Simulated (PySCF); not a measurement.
A species of formula C6H5FSi has this rotational fingerprint, computed with wB97X-D/def2-SVPD in PySCF (dipole) on a GFN2-xTB geometry, gas phase:

| Item | Value |
| --- | --- |
| Rotational constants | A = 3071, B = 1401, C = 973.4 MHz |
| Dipole components | \|μa\| = 0.99 D, \|μb\| = 1.30 D, \|μc\| = 0.00 D |
| Inertial defect | -6.05 u·Å² |
| κ | -0.59 |

Question: Which structure is it? (One computed conformer of each.)
A. `[CH:1]#[C:2]/[CH:3]=[C:4](\[C:5]#[CH:6])[SiH2:7][F:8]` with C3–C4–Si7–F8 0°
B. `C#C[C@@H]1[C@H](F)[Si@@H]1C#C`
C. `C#CC1=CC=C(F)[SiH2]1`
D. `C#C[C@@H]1[C@@H](F)[Si@H]1C#C`
E. `C#CC1=C(F)[SiH2]C=C1`

Answer: E. It is C#CC1=C(F)[SiH2]C=C1, an asymmetric top, point group Cs. The candidates at the same level (rigid rotor, commonest isotopes):

```json
{"SMILES": "C#CC1=CC=C(F)[SiH2]1", "A (MHz)": "4616", "B (MHz)": "1060", "C (MHz)": "871.2", "μa (D)": "0.61", "μb (D)": "0.23", "μc (D)": "0.00", "Δ (u·Å²)": "-6.06", "point group": "Cs", "rotor": "asymmetric top"}
{"SMILES": "C#CC1=C(F)[SiH2]C=C1", "A (MHz)": "3071", "B (MHz)": "1401", "C (MHz)": "973.4", "μa (D)": "0.99", "μb (D)": "1.30", "μc (D)": "0.00", "Δ (u·Å²)": "-6.05", "point group": "Cs", "rotor": "asymmetric top"}
{"SMILES": "C#C/C=C(\\C#C)[SiH2]F", "A (MHz)": "2604", "B (MHz)": "1112", "C (MHz)": "786.8", "μa (D)": "1.01", "μb (D)": "1.23", "μc (D)": "0.00", "Δ (u·Å²)": "-6.07", "point group": "Cs", "rotor": "asymmetric top"}
{"SMILES": "C#C[C@@H]1[C@@H](F)[Si@H]1C#C", "A (MHz)": "2874", "B (MHz)": "1080", "C (MHz)": "879.4", "μa (D)": "1.00", "μb (D)": "1.58", "μc (D)": "0.59", "Δ (u·Å²)": "-69.12", "point group": "C1", "rotor": "asymmetric top"}
{"SMILES": "C#C[C@@H]1[C@H](F)[Si@@H]1C#C", "A (MHz)": "2066", "B (MHz)": "1437", "C (MHz)": "1182", "μa (D)": "1.42", "μb (D)": "0.45", "μc (D)": "1.51", "Δ (u·Å²)": "-168.63", "point group": "C1", "rotor": "asymmetric top"}
```

`C#C[C@@H]1[C@H](F)[Si@@H]1C#C` has A 33 % too low; `C#C[C@@H]1[C@@H](F)[Si@H]1C#C` has B 23 % too low; `C#C/C=C(\C#C)[SiH2]F` has B 21 % too low; `C#CC1=CC=C(F)[SiH2]1` has A 50 % too high. In the right answer the mirror of this Cs structure is the ab plane, so μc vanishes by symmetry. No structure here is proved a minimum.
